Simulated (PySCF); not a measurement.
Correlation energy of N (nitrogen, neutral)

[He] 2s1 2p3 3d1, high-spin 6D determinant (an excited configuration). Calculation: PySCF 2.14, in aug-cc-pCVTZ-DK with one added diffuse shell each of s, p, d, f type (8s7p5d3f, 75 functions); the spin-free X2C one-electron Hamiltonian (Gaussian nucleus). Frozen: nothing; 7 electrons correlated.

```tsv
level	correlation energy (mhartree)
CCSD	-87.11
(T)	-0.36
CCSD(T)	-87.47
```

Diagnostics: T1 = 0.0036, D1 = 0.0119, largest double amplitude 0.018.

Q: Is a single reference adequate?

A: Yes: T1 lies below 0.03 and no double amplitude reaches 0.07.
